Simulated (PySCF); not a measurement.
C₄H₉LiO, triplet, geometry from GFN2-xTB of the parent state (such geometries of metal compounds can be far from the true shape) (a higher spin typed on purpose: for a closed-shell molecule this is an excited state); B3LYP/3-21G in PySCF.

Here is a job for PySCF.
```python
from pyscf import gto, scf, dft

mol = gto.M(
    atom='''
Li    0.952825    1.839100    1.901016
O     0.432552    0.834893    0.863001
C    -0.035026   -0.067605   -0.069881
C     1.009963   -1.173501   -0.300873
C    -1.341387   -0.709986    0.429250
C    -0.307909    0.649476   -1.403933
H     0.658894   -1.895049   -1.033882
H     1.208243   -1.683966    0.639096
H     1.936718   -0.725713   -0.653071
H    -1.155500   -1.218008    1.373067
H    -1.725533   -1.425014   -0.293488
H    -2.084437    0.066966    0.595546
H     0.611900    1.106872   -1.761945
H    -1.045512    1.433593   -1.247299
H    -0.677517   -0.046428   -2.152459
''',
    basis='3-21g',
    charge=0,
    spin=2,
    verbose=5,
)

mf = dft.ROKS(mol)
mf.xc = 'b3lyp'
mf.kernel()
```

What the program printed (banner, timings and long lists left out):

```
PySCF version 2.14.0

[INPUT] verbose = 5
[INPUT] max_memory = 4000
[INPUT] num. atoms = 15
[INPUT] num. electrons = 44
[INPUT] charge = 0
[INPUT] spin (= nelec alpha-beta = 2S) = 2
[INPUT] symmetry False subgroup None
[INPUT] Mole.unit = angstrom
[INPUT] Symbol           X                Y                Z      unit          X                Y                Z       unit  Magmom
[...]
[INPUT] ---------------- BASIS SET ----------------
[INPUT] l, kappa, [nprim/nctr], expnt,             c_1 c_2 ...
[INPUT] C
[...]
                                25.9109           0.358794
                                5.53335           0.700713
[...]
                                0.770545          1.21584
[...]
                                0.770545          0.860619
[...]
[INPUT] Li
[...]
                                5.48172           0.381346
                                1.11327           0.681702
[...]
                                0.102255          1.14339
[...]
                                0.102255          0.915663
[...]
[INPUT] H
[...]
                                0.824547          0.904691
[...]
[INPUT] O
[...]
                                48.4308           0.3515
                                10.4206           0.707658
[...]
                                1.5762            1.22156
[...]
                                1.5762            0.853955
[...]
nuclear repulsion = 212.29350732396
number of shells = 48
number of NR pGTOs = 117
number of NR cGTOs = 72
basis = 3-21g
ecp = {}

******** <class 'pyscf.dft.roks.ROKS'> ********
method = ROKS
initial guess = minao
damping factor = 0
level_shift factor = 0
DIIS = <class 'pyscf.scf.diis.CDIIS'>
diis_start_cycle = 1
diis_space = 8
diis_damp = 0
SCF conv_tol = 1e-09
SCF conv_tol_grad = None
SCF max_cycles = 50
direct_scf = True
direct_scf_tol = 1e-13
num. doubly occ = 21  num. singly occ = 2
XC library pyscf.dft.libxc version 7.1.2
    S. Lehtola, C. Steigemann, M. J. T. Oliveira, and M. A. L. Marques,  SoftwareX 7, 1–5 (2018)
XC functionals = b3lyp
    P. J. Stephens, F. J. Devlin, C. F. Chabalowski, and M. J. Frisch,  J. Phys. Chem. 98, 11623 (1994)
radial grids:
    Treutler-Ahlrichs [JCP 102, 346 (1995); DOI:10.1063/1.469408] (M4) radial grids

becke partition: Becke, JCP 88, 2547 (1988); DOI:10.1063/1.454033
pruning grids: <function nwchem_prune>
grids dens level: 3
symmetrized grids: False
atomic radii adjust function: <function treutler_atomic_radii_adjust>
small_rho_cutoff = 0
[...]
  8.98758234e-01  9.00122007e-01  9.71844537e-01  1.02337440e+00
  1.05130822e+00  1.05669193e+00  1.06427632e+00  1.09219972e+00
  1.09482560e+00  1.11208456e+00  1.13475248e+00  1.14096938e+00
  1.51304880e+00  1.57303014e+00  1.58412379e+00  1.85751521e+00
  1.94444147e+00  1.95252372e+00  2.25381621e+00  3.05826596e+00]
nelec by numeric integration = [23.00002203 21.00003426]
E1 = -741.5498133136839  E2 = 290.06260163866165  Ecoul = 325.4769675679578  Exc = -35.41436592929615
cycle= 13 E= -239.193704351062  delta_E= -1.78e-11  |g|= 1.48e-05  |ddm|= 2.22e-06
[...]
                  Roothaan           | alpha              | beta
  Highest 2-occ = -0.330487137145522 | -0.336947849270103 | -0.324026429378248
  Lowest 0-occ =  0.00849425607160498 | -0.00248404793949478 | 0.0168533206012518
  1-occ =         -0.309998645461327 | -0.401468440503604 |  -0.21852879411111
  1-occ =         -0.0488713816754682 | -0.0841667596844907 | -0.0135760220641639
  Roothaan mo_energy =
[-1.91446834e+01 -1.02416679e+01 -1.01690514e+01 -1.01481596e+01
 -1.01458876e+01 -1.93759909e+00 -1.07990377e+00 -8.34567889e-01
 -7.42473362e-01 -7.33394346e-01 -6.04507343e-01 -5.21920871e-01
 -5.04826699e-01 -5.02676717e-01 -4.47198924e-01 -4.45848240e-01
 -4.34278903e-01 -4.08695047e-01 -3.97794580e-01 -3.96777649e-01
 -3.30487137e-01 -3.09998645e-01 -4.88713817e-02  8.49425607e-03
  8.82083229e-03  1.91963014e-02  9.05800930e-02  1.24399411e-01
  1.33547812e-01  1.35052869e-01  1.37436776e-01  1.38747107e-01
  1.60530662e-01  1.71941814e-01  1.77709354e-01  1.84881891e-01
  1.90330208e-01  1.95181779e-01  2.10115399e-01  2.27570823e-01
  2.31211342e-01  2.43560284e-01  3.26436223e-01  6.17470214e-01
  6.20139141e-01  6.63572279e-01  7.01234255e-01  7.19017472e-01
  7.26713088e-01  7.98429054e-01  8.04180996e-01  8.12980612e-01
  8.98758161e-01  9.00121894e-01  9.71844544e-01  1.02337433e+00
  1.05130813e+00  1.05669211e+00  1.06427613e+00  1.09219978e+00
  1.09482518e+00  1.11208441e+00  1.13475268e+00  1.14096903e+00
  1.51304871e+00  1.57303006e+00  1.58412369e+00  1.85751514e+00
  1.94444172e+00  1.95252332e+00  2.25381602e+00  3.05826581e+00]
nelec by numeric integration = [23.00002203 21.00003426]
E1 = -741.5498165832107  E2 = 290.06260490714317  Ecoul = 325.47697077278536  Exc = -35.41436586564221
Extra cycle  E= -239.193704352107  delta_E= -1.05e-09  |g|= 1.04e-05  |ddm|= 0.000121
converged SCF energy = -239.193704352107
```
